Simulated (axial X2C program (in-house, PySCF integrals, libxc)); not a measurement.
# What spin–orbit coupling does to SeI in a model world with the speed of light multiplied by 0.8

Calculated with an axial X2C code built on PySCF integrals. Spin-free means the one-electron spin-free X2C Hamiltonian; two-component (2c) means X2C with spin–orbit coupling and atomic mean-field two-electron Coulomb and Gaunt terms, so the difference of the two also holds small scalar two-electron terms; the speed of light was multiplied by 0.8, so these are model numbers, not those of the real molecule. Basis: I dyall-v3z [11s12p8d1f], Se dyall-v3z [9s9p6d1f] (cores contracted in-house); Gaussian nuclei, density fitting, unrestricted open shells. Masses: I 126.904 u, Se 79.917 u.

Spin-free state: M_S = 1/2, Λ = 1 (beyond evenly filled blocks: π+α, π+β, π-α); fragments I + Se.

```json
{"level": "PBE0", "Re (Å)": "2.441", "ωe (cm⁻¹)": "280.0", "De (eV)": "2.250", "μ (D)": "-0.49"}
```

Dipoles are positive if Se is the positive end.

Task: Within this multiplet, which Ω should lie lowest by the rule for regular and inverted multiplets?

Result: The open π shell holds three electrons, one hole, so the multiplet is inverted: Ω = Λ + 1/2 = 3/2. The PBE0 2c search agrees.

Two-component determinant lowest at the distance of the search:

Ω = 3/2 (⟨Sz⟩ = 0.50, ⟨Lz⟩ = 1.00 at PBE0); fragments I + Se.

| level | Re (Å) | ωe (cm⁻¹) | De (eV) | μ (D) |
| --- | --- | --- | --- | --- |
| PBE0 | 2.449 | 273.7 | 1.970 | -0.81 |

Task: From the two tables, how do the constants change at the PBE0 level (2c against spin-free)?

Result: At the PBE0 level Re increases by 0.008 Å and ωe decreases by 6.3 cm⁻¹; De changes by -0.280 eV.

One determinant describes the state; a PBE0 search over occupations chose it and may have missed a lower one. De is counted from the lowest determinant-based energies of the atoms at the same level, without counterpoise correction. Density functionals use the spin component along the axis (collinear). Without a current term, density functionals place determinants with orbital angular momentum somewhat too high.
